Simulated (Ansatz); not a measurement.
ClFGeH$_{4}$SSi, SMILES `[F][Ge]([SiH3])([SH])[Cl]`. The species carries charge 0 and has multiplicity 1. Geometry: relaxed with PBE0-D4/def2-TZVP. It is one conformer, not always the lowest.

```xyz
9

F    -0.071   -0.964    2.049
Ge    0.393    0.202    0.844
Si   -0.038   -0.754   -1.298
S    -0.583    2.119    1.328
Cl    2.484    0.551    1.156
H     0.627   -2.077   -1.366
H     0.504    0.175   -2.318
H    -1.509   -0.889   -1.442
H    -1.808    1.637    1.048
```

Q: What is the dipole moment at B3LYP/def2-TZVPP? (An estimate is asked.)

A: The calculation gave: 3.20 D, with components (-1.56, -0.15, -2.79) D in this frame, pointing from negative to positive charge.

Q: And with PBE, r2SCAN, ωB97M-V? (An estimate is asked.)

A: Ansatz gave: PBE 3.02 D, r2SCAN 3.17 D, ωB97M-V 3.23 D.

Q: Give the Mulliken charges with B3LYP, ωB97M-V, PBE in def2-TZVPP. (Best estimate.)

A: Computed: 
```tsv
atom	B3LYP	ωB97M-V	PBE
F1	-0.37	-0.37	-0.33
Ge2	0.77	0.66	0.72
Si3	0.13	0.06	0.07
S4	-0.27	-0.24	-0.27
Cl5	-0.29	-0.26	-0.27
H6	-0.02	0.02	-0.01
H7	-0.02	0.01	-0.01
H8	-0.03	0.00	-0.02
H9	0.11	0.12	0.12
```

B3LYP here is the variant with VWN-RPA as its local correlation; programs differ in this.
